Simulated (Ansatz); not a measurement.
CH7NSiSn can be A, `[SiH3]/N=[CH]\[SnH3]`, or B, `C1[NH][SnH2][SiH2]1`.

Calculated with Ansatz (gas phase, PBE0-D4/def2-TZVP geometries, no zero-point term in ΔE). CBS: MP2 limit from def2 TZ/QZ plus the TZ coupled-cluster correction, frozen cores. DFT in def2-TZVPP. B3LYP here is the variant with VWN-RPA as its local correlation; programs differ in this. def2 core potentials past Kr. For Sn outer-core shells are correlated without core-valence functions, which leaves a few kJ/mol of doubt a bond.

Which is lower in electronic energy at CCSD(T)/CBS, and by how much? (Estimate.)

The calculation gave: B, by 43.5 kJ/mol.

Give E(B) − E(A) in kJ/mol with B3LYP, CCSD(T)/def2-TZVPP, CCSD/def2-TZVPP, B2PLYP, B3LYP-D4, ωB97M-V, PBE-D4. (Best estimate.)

Ansatz gave: B3LYP -22.1, CCSD(T)/def2-TZVPP -30.6, CCSD/def2-TZVPP -30.1, B2PLYP -27.7, B3LYP-D4 -23.7, ωB97M-V -37.5, PBE-D4 -48.2. None reverses the order clearly.

Largest T1 diagnostic: 0.015.

In def2-TZVPP, CCSD(T) changes the Hartree–Fock value by −28.5 kJ/mol (the triples alone add −0.6 kJ/mol) and MP2 by −41.0 kJ/mol. From PBE to PBE0 (25 % exact exchange), in def2-TZVPP and without D4, E(B) − E(A) moves by −7.7 kJ/mol.
